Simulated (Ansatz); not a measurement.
Born–Oppenheimer molecular dynamics of CH₆O₂Si (10 atoms, charge 0, multiplicity 1). It goes on from the last frame of an earlier run, with new velocities.

The calculation used RKS r2SCAN-D4/6-31G (Ansatz).

* ensemble: NVT, Nosé–Hoover chain
* time step: 0.5 fs
* steps asked: 166
* set temperature: 2000 K
* thermostat: time constant 300 fs, chain length 3
* seed: 838325

First frame:

```xyz
10
Properties=species:S:1:pos:R:3
Si -0.075 -0.046 0.107
C 0.056 0.065 1.972
H -0.876 0.280 2.494
H 0.427 -0.887 2.418
H 0.840 0.786 2.283
H 1.227 0.207 -0.574
O -1.262 1.118 -0.299
H -1.387 1.510 -1.181
O -0.592 -1.564 -0.510
H -1.238 -2.091 -0.047
```

Problem. How far do the bonds stretch over the last three quarters of this one trajectory? (Pairs bonded in most of those frames.)

Solution. 
```
  bond  mean (Å)  spread (Å)  shortest  longest
Si1–C2     1.934       0.094      1.76     2.06
Si1–H6     1.511       0.015      1.48     1.53
Si1–O7     1.753       0.089      1.60     1.87
Si1–O9     1.737       0.059      1.66     1.83
 C2–H3     1.108       0.035      1.05     1.17
 C2–H4     1.116       0.026      1.06     1.16
 C2–H5     1.115       0.073      1.00     1.23
 O7–H8     0.975       0.029      0.93     1.02
O9–H10     0.977       0.034      0.92     1.03
```

Mean temperature of the second half: 1090 K. The conserved energy stayed within 0.9 meV per atom of its start (net change 0.65 meV per atom), so the integration is sound. The mean temperature of the second half is 46 % below the set value. A run of 0.083 ps of so small a system gives no equilibrium averages. Limits of this set-up: no polarisation functions.

Run time: 8.3 min on 1 thread of Arm Neoverse V2, on a shared host, peak memory 0.12 GiB.
